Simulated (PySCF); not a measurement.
SMILES C#C[SiH2][SiH2]C#N (C3H5NSi2) (GFN2-xTB optimised geometry):

```
11

C      2.757     1.184     0.000
C      1.555     1.184     0.000
Si    -0.295     1.158     0.010
Si    -0.967    -1.036     0.353
C     -2.729    -1.183    -0.247
N     -3.810    -1.227    -0.627
H      3.810     1.191    -0.006
H     -0.736     1.709    -1.278
H     -0.724     2.061     1.087
H     -1.043    -1.469     1.753
H     -0.251    -2.061    -0.414
```

Level of theory: PBE0/def2-TZVP (PySCF 2.14.0).

Problem. What are the frontier orbital energies and the dipole moment?

Solution. HOMO-2 -9.56 eV, HOMO-1 -8.67 eV, HOMO -8.45 eV, LUMO -1.11 eV, LUMO+1 -0.96 eV; dipole moment 4.17 D.

Meta-Löwdin charges at PBE0/def2-TZVP: C1 -0.15, C2 -0.29, Si3 0.41, Si4 0.38, C5 -0.14, N6 -0.18, H7 0.18, H8 -0.06, H9 -0.06, H10 -0.05, H11 -0.05.
